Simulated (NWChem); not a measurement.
System: HTeOCl; SMILES O[Te]Cl

NWChem input:

```
start job
memory heap 200 mb stack 900 mb global 1100 mb
geometry units angstroms noautoz
  Te     0.281186     0.417340    -0.012092
  Cl    -0.076414    -1.928737     0.017395
  O     -1.589554     1.054038     0.081093
  H     -1.949158     1.041361    -0.816670
end
basis spherical
  * library def2-svp
end
ecp
  Te library def2-ecp
end
dft
  xc bhlyp
  iterations 150
  mulliken
end
task dft energy
```

All runs use the structure optimised with PBE0/def2-SVP. def2 effective core potentials on Te; no spin-orbit coupling.

What results follow from this input? (BHandHLYP/def2-SVP with def2 effective core potentials on Te.) Quantities: energy (Ha); highest occupied level (eV); orbital gap (eV); dipole (D).


- energy (Ha) = -803.73
- highest occupied level (eV) = -7.40
- orbital gap (eV) = 6.09
- dipole (D) = 2.53
